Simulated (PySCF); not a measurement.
A structure optimised at ωB97X-D3(BJ)/def2-TZVPD, used in a PySCF frequency run:

```
C
H 1 1.0934
H 1 1.0934 2 120.00
H 1 1.0934 2 120.00 3 180.00
```
Charge +1, spin multiplicity 1.

Task: Write its SMILES, formula and point group.

Result: [CH3+], CH3, D3h

Task: What are its rotational constants (standard atomic weights)?

Result: 279.56, 279.56, 139.78 GHz
